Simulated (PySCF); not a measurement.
# Electron correlation in Te⁻ (tellurium, charge -1)

Starting occupation: [Kr] 4d10 5s2 5p5, 5p1/2 with m_j = -1/2, +1/2, 5p3/2 with m_j = -1/2, +1/2, +3/2. All numbers are calculated (PySCF 2.14, X2C-1e with screened-nucleus spin-orbit coupling, Gaussian nucleus, in x2c-TZVPPall-2c with one added diffuse shell each of s, p, d, f type (9s10p6d3f, 90 functions)). Frozen: [Kr]; 17 electrons correlated; the 14 highest virtual spinors left out.

MP2 pair energies summed by pair of shells (mhartree):

```tsv
pair	energy	share (%)
4d-4d	-242.92	51.3
4d-5p	-73.93	15.6
5p-5p	-67.95	14.4
4d-5s	-42.97	9.1
5p-5s	-38.53	8.1
5s-5s	-7.10	1.5
```

Total MP2 correlation energy: -473.40 mhartree.

The virtual space was cut to 110 spinors, which keep -472.14 of the -473.40 mhartree of MP2 correlation.

```json
{"level": "CCSD", "correlation energy (mhartree)": "-450.83"}
{"level": "(T)", "correlation energy (mhartree)": "-9.64"}
{"level": "CCSD(T)", "correlation energy (mhartree)": "-460.47"}
```

Diagnostics: T1 = 0.0075, largest double amplitude 0.051.

Problem. Is a single reference adequate?

Solution. Yes: T1 lies below 0.03 and no double amplitude reaches 0.07.

The GHF reference relaxed away from the jj start to a determinant that is no pure jj level (⟨S²⟩ = 0.79, ⟨J²⟩ = 3.78); the energies belong to that determinant.

This basis was not built for core-valence correlation, so the inner-shell part is incomplete.
